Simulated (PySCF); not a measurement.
Spinor energies of Se¹¹⁺ (selenium, charge +11)

Start: [Ar] 3d5; 3d3/2 filled at m_j = -3/2, -1/2, +1/2, +3/2; 3d5/2 filled at m_j = +5/2. Calculated with PySCF 2.14 in an uncontracted even-tempered set (17 s from 0.76 bohr⁻², ratio 2.8; 12 p from 0.98 bohr⁻², ratio 2.8; 8 d from 0.98 bohr⁻², ratio 2.8; 4 f from 4.3 bohr⁻², ratio 3): generalised Hartree-Fock with the X2C-1e Hamiltonian and a Gaussian nucleus; one run each with spin-orbit coupling (SO) switched off, then screened by Boettger's factors.

| spinor shell | electrons | ε, spin-free (eV) | ε, screened SO (eV) | weight of nominal j (screened SO) | rms radius, screened SO (bohr) |
| --- | --- | --- | --- | --- | --- |
| 1s1/2 | 2 | -13036.1 | -13035.8 | 1.000 | 0.0508 |
| 2s1/2 | 2 | -1995.9 | -1995.8 | 1.000 | 0.212 |
| 2p1/2 | 2 | -1786.8 | -1816.5 | 0.984 | 0.186 |
| 2p3/2 | 4 | -1786.8 | -1772.5 | 0.992 | 0.190 |
| 3s1/2 | 2 | -514.11 | -514.09 | 1.000 | 0.581 |
| 3p1/2 | 2 | -443.37 | -457.72 | 0.647 | 0.581 |
| 3p3/2 | 4 | -443.37 | -436.29 | 0.824 | 0.591 |
| 3d3/2 | 4 | -346.41 | -346.53 | 0.543 | 0.567 |
| 3d5/2 | 1 | -346.41 | -345.87 | 1.000 | 0.568 |

| quantity | spin-free | screened SO |
| --- | --- | --- |
| E (hartree) | -2378.24919 | -2378.37391 |
| M_J | 5/2 | 5/2 |
| ⟨J²⟩ | 8.751 | 8.751 |
| ⟨L²⟩ | 0.000 | 0.021 |
| ⟨S²⟩ | 8.751 | 8.707 |

Each row is a mean over spinors that exchange with the open shell spreads, by up to 24.727 eV (3p3/2).

Rows whose weight is well below 1 are mixtures of j = l ± 1/2: exchange outweighs spin-orbit coupling there, and the label is only the starting occupation.

Without spin-orbit coupling the j labels of p, d and f shells carry no meaning; the spin-free column gives the mean over the occupied spinors of each nl shell.
